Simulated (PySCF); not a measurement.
Level of theory: B3LYP-D3(BJ)/def2-TZVP // PBE0-D3(BJ)/def2-SVP (PySCF 2.14.0). Gas-phase values, no solvent. One relaxed conformer stands for a flexible species; it need not be the lowest. B3LYP has the VWN-RPA correlation part, as in Gaussian. Excitations are Tamm–Dancoff values on a coarser integration grid. The basis has no diffuse functions, so Rydberg states are missing or too high.

Reference species (SMILES): `[Ge]([Cl])([Cl])([Cl])[Cl]` (neutral, multiplicity 1).

LUMO: -2.66 eV
S1 oscillator strength: 0.000
brightest of the four lowest singlets (TDA): 6.29 eV

Changed species: `C[O][Ge]([O]C)([Cl])[O]C` (3 of 4 Cl replaced by OCH3; the reference has 0 of 4 Cl replaced by OCH3).

Give the shifts of the LUMO, S1 oscillator strength and brightest of the four lowest singlets (TDA).

the LUMO rises by 2.04 eV, to -0.62 eV; the S1 oscillator strength is nearly the same; the brightest of the four lowest singlets (TDA) rises by 0.86 eV, to 7.15 eV.
